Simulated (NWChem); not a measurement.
# Basis-set convergence for thiourea (CH4N2S)

```xyz
8

N     -1.0965    -0.3516    -1.0488
C      0.0000     0.0000    -0.3153
N      1.0965     0.3516    -1.0488
S      0.0000     0.0000     1.3534
H     -1.1896    -0.0546    -2.0147
H     -1.9524    -0.4855    -0.5252
H      1.1896     0.0546    -2.0147
H      1.9524     0.4855    -0.5252
```
Charge 0, spin multiplicity 1.

All runs are NWChem calculations. The geometry was optimised at B3LYP/def2-SVP, a minimum by its harmonic frequencies. It is one conformer; others weren't searched.

Quantity: LUMO energy at the level B3LYP.

B3LYP has NWChem's definition, with VWN1-RPA local correlation. The Pople sets run with spherical d functions.

```json
[
 {"basis": "STO-3G", "functions": "28", "LUMO energy (eV)": "3.71"},
 {"basis": "def2-SVP", "functions": "80", "LUMO energy (eV)": "___"},
 {"basis": "def2-SVPD", "functions": "119", "LUMO energy (eV)": "-0.67"},
 {"basis": "6-311++G**", "functions": "124", "LUMO energy (eV)": "___"},
 {"basis": "aug-pcseg-1", "functions": "132", "LUMO energy (eV)": "-0.89"},
 {"basis": "aug-cc-pVDZ", "functions": "132", "LUMO energy (eV)": "-0.87"},
 {"basis": "def2-TZVP", "functions": "154", "LUMO energy (eV)": "-0.39"},
 {"basis": "cc-pVTZ", "functions": "180", "LUMO energy (eV)": "___"},
 {"basis": "def2-TZVPP", "functions": "191", "LUMO energy (eV)": "-0.40"},
 {"basis": "def2-TZVPD", "functions": "193", "LUMO energy (eV)": "-0.69"}
]
```

Q: Complete the blanks.

A: 
- def2-SVP, LUMO energy (eV): 0.12
- 6-311++G**, LUMO energy (eV): -0.84
- cc-pVTZ, LUMO energy (eV): -0.31
